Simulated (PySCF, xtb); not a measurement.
Ge(H)3(tBu) (C4H12Ge), SMILES C[C](C)(C)[GeH3].

Harmonic wavenumbers (cm⁻¹) from xtb with GFN2-xTB at its own minimum, in rising order: 101, 198, 198, 213, 259, 260, 286, 367, 367, 498, 499, 538, 775, 857, 858, 862, 963, 970, 970, 1032, 1032, 1203, 1230, 1230, 1407, 1407, 1427, 1489, 1489, 1492, 1506, 1506, 1507, 1950, 2051, 2052, 2993, 2993, 2996, 3000, 3001, 3001, 3008, 3008, 3010.

What does B3LYP-D3(BJ)/def2-SVP (PySCF 2.14.0) give at its own minimum? (An estimate is asked for; the answer gives what the named calculation found.)

120, 212, 212, 241, 281, 286, 287, 370, 371, 548, 561, 561, 821, 838, 885, 885, 954, 954, 959, 1032, 1032, 1208, 1227, 1227, 1387, 1387, 1413, 1456, 1458, 1458, 1479, 1479, 1486, 2107, 2115, 2115, 3003, 3003, 3009, 3078, 3078, 3081, 3101, 3104, 3104. Paired by order, the mean absolute difference is 33 cm⁻¹ and the zero-point energies are 88.7 and 90.0 kcal/mol.
